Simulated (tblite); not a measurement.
Input of a run (GFN2-xTB geometry optimisation, gas phase (tblite 0.8.0)), started from a force field or distance geometry:
```
{"job": {"kind": "relax", "xc": "GFN2-xTB", "basis": "xTB"}, "charge": 0, "multiplicity": 1}
C     -1.920700    -0.419400     1.164800
N     -0.930300     0.256400     0.318200
C     -1.574600     1.305700    -0.450000
C     -0.249400    -0.729800    -0.548700
Si     1.454700    -0.190800    -1.103700
Si     2.863300    -0.053100     0.694100
Cl     2.153300    -1.573200    -2.467200
H     -1.448400    -1.157800     1.817200
H     -2.694500    -0.919400     0.568100
H     -2.423100     0.302800     1.835000
H     -2.066200     2.031800     0.213500
H     -0.865500     1.873100    -1.047400
H     -2.353500     0.908900    -1.118300
H     -0.874500    -0.996300    -1.403200
H     -0.093200    -1.661500     0.018300
H      1.384600     1.100800    -1.849000
H      2.469300     1.027700     1.646800
H      2.900500    -1.346400     1.443500
H      4.258300     0.249800     0.260700
```

Output (eV, eV/Å):
```
step      E/eV     max force
  0    -639.29172    1.159
  1    -639.34265    0.505
  2    -639.36938    0.260
  3    -639.37951    0.302
  4    -639.39355    0.287
  5    -639.40168    0.254
  6    -639.40744    0.238
  7    -639.41046    0.171
  8    -639.41246    0.104
  9    -639.41364    0.083
 10    -639.41470    0.094
 11    -639.41589    0.104
 12    -639.41707    0.082
 13    -639.41794    0.075
 14    -639.41847    0.063
 15    -639.41881    0.049
 16    -639.41909    0.037
 17    -639.41933    0.039
 18    -639.41954    0.039
 19    -639.41974    0.037
 20    -639.41997    0.042
 21    -639.42021    0.041
 22    -639.42041    0.030
 23    -639.42057    0.033
 24    -639.42070    0.034
 25    -639.42085    0.033
 26    -639.42105    0.038
 27    -639.42128    0.048
 28    -639.42153    0.042
 29    -639.42178    0.038
 30    -639.42201    0.028
 31    -639.42223    0.045
 32    -639.42249    0.064
 33    -639.42283    0.072
 34    -639.42326    0.068
 35    -639.42374    0.052
 36    -639.42420    0.048
 37    -639.42463    0.052
 38    -639.42507    0.051
 39    -639.42556    0.060
 40    -639.42601    0.057
 41    -639.42642    0.047
 42    -639.42683    0.051
 43    -639.42732    0.063
 44    -639.42799    0.075
 45    -639.42879    0.085
 46    -639.42960    0.086
 47    -639.43040    0.079
 48    -639.43125    0.074
 49    -639.43224    0.082
 50    -639.43342    0.099
 51    -639.43463    0.103
 52    -639.43567    0.083
 53    -639.43666    0.077
 54    -639.43762    0.096
 55    -639.43899    0.211
 56    -639.44129    0.186
 57    -639.44691    0.168
 58    -639.44829    0.149
 59    -639.45026    0.100
 60    -639.45178    0.090
 61    -639.45280    0.069
 62    -639.45445    0.076
 63    -639.45554    0.081
 64    -639.45670    0.056
 65    -639.45745    0.049
 66    -639.45803    0.049
 67    -639.45843    0.065
 68    -639.45880    0.055
 69    -639.45921    0.041
 70    -639.45966    0.040
 71    -639.46005    0.054
 72    -639.46047    0.055
 73    -639.46082    0.038
 74    -639.46112    0.032
 75    -639.46137    0.033
 76    -639.46164    0.038
 77    -639.46195    0.039
 78    -639.46220    0.029
 79    -639.46233    0.024
 80    -639.46240    0.020
 81    -639.46247    0.025
 82    -639.46257    0.020
 83    -639.46266    0.025
 84    -639.46275    0.028
 85    -639.46285    0.027
 86    -639.46303    0.035
 87    -639.46330    0.047
 88    -639.46355    0.046
 89    -639.46371    0.024
 90    -639.46378    0.018
 91    -639.46385    0.021
 92    -639.46394    0.028
 93    -639.46401    0.028
 94    -639.46406    0.015
 95    -639.46409    0.011
 96    -639.46413    0.014
 97    -639.46417    0.019
 98    -639.46422    0.020
 99    -639.46429    0.020
100    -639.46436    0.022
101    -639.46445    0.025
102    -639.46457    0.036
103    -639.46472    0.034
104    -639.46483    0.023
105    -639.46489    0.016
106    -639.46493    0.013
107    -639.46497    0.015
108    -639.46503    0.015
109    -639.46509    0.022
110    -639.46514    0.023
111    -639.46518    0.018
112    -639.46524    0.022
113    -639.46531    0.025
114    -639.46538    0.021
115    -639.46543    0.016
116    -639.46548    0.018
117    -639.46555    0.024
118    -639.46564    0.031
119    -639.46577    0.030
120    -639.46590    0.024
121    -639.46600    0.025
122    -639.46609    0.028
123    -639.46620    0.030
124    -639.46637    0.028
125    -639.46657    0.037
126    -639.46673    0.039
127    -639.46685    0.037
128    -639.46695    0.023
129    -639.46707    0.025
130    -639.46722    0.034
131    -639.46738    0.030
132    -639.46746    0.027
133    -639.46752    0.013
134    -639.46755    0.011
135    -639.46758    0.011
136    -639.46759    0.009
```

Q: Summarise the run.

A: The energy falls by 4.1 kcal/mol over 136 L-BFGS steps, the largest force on an atom goes from 1.16 to 0.009 eV/Å, and the atoms move by 0.533 Å rms after alignment. The bond that changes most is C4–Si5 (sp3 carbon bound to nitrogen to chlorine-bound silicon), which lengthens by 0.043 Å. Bonds longer at the end by more than 0.005 Å: 3 of 18; shorter: 10. Among the angles that change most is Si6–Si5–H16, from 111.7° to 117.1°. Among the dihedrals that turn most is H14–C4–Si5–H16, from 68° to 33°. The energy never rose by more than 1e-5 eV on the way. The first step brought 29 % of the lowering.

Q: What are the final bond lengths?

A: C1–N2 1.450 Å, N2–C3 1.447 Å, N2–C4 1.456 Å, C4–Si5 1.914 Å, Si5–Si6 2.317 Å, Si5–Cl7 2.044 Å, C1–H8 1.089 Å, C1–H9 1.102 Å, C1–H10 1.090 Å, C3–H11 1.089 Å, C3–H12 1.088 Å, C3–H13 1.102 Å, C4–H14 1.104 Å, C4–H15 1.093 Å, Si5–H16 1.473 Å, Si6–H17 1.464 Å, Si6–H18 1.465 Å, Si6–H19 1.468 Å. Numbering counts from 1 in the input's order; the species is `CN(C)C[Si@@H]([SiH3])Cl`.

Its GFN2-xTB frequencies are all real (lowest 20 cm⁻¹). One conformer, not necessarily the lowest. 2 starts were optimised and ended at 0.00 and 1.80 kcal/mol (GFN2-xTB); the lowest of these is shown.

These are computed values.
